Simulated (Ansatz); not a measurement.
One change: `OC[SiH](O)[SiH3]` becomes `O[SiH]([SiH3])P`.

Ansatz, PBE0-D4/def2-TZVP geometries, multiplicity 1. Each molecule was computed in one conformer, which needn't be the lowest.

```json
{"property": "HOMO energy (B3LYP/def2-TZVPP) / eV", "`OC[SiH](O)[SiH3]`": "-7.16"}
{"property": "HOMO energy (PBE/def2-TZVPP) / eV", "`OC[SiH](O)[SiH3]`": "-5.93"}
{"property": "HOMO–LUMO gap (ωB97M-V/def2-TZVPP) / eV", "`OC[SiH](O)[SiH3]`": "10.71"}
{"property": "LUMO energy (PBE0/def2-TZVPP) / eV", "`OC[SiH](O)[SiH3]`": "-0.57"}
{"property": "HOMO–LUMO gap (PBE0/def2-TZVPP) / eV", "`OC[SiH](O)[SiH3]`": "6.80"}
{"property": "LUMO energy (B3LYP/def2-TZVPP) / eV", "`OC[SiH](O)[SiH3]`": "-0.79"}
```

(1) What does the change do to each property? (Estimate.)

## Answers

(1) The calculation gave: 
```
                               property  `O[SiH]([SiH3])P`  shift
    HOMO energy (B3LYP/def2-TZVPP) / eV              -7.06   0.10
      HOMO energy (PBE/def2-TZVPP) / eV              -6.21  -0.28
HOMO–LUMO gap (ωB97M-V/def2-TZVPP) / eV              10.53  -0.18
     LUMO energy (PBE0/def2-TZVPP) / eV              -0.44   0.13
   HOMO–LUMO gap (PBE0/def2-TZVPP) / eV               6.83   0.03
    LUMO energy (B3LYP/def2-TZVPP) / eV              -0.63   0.16
```

B3LYP here is the variant with VWN-RPA as its local correlation; programs differ in this.
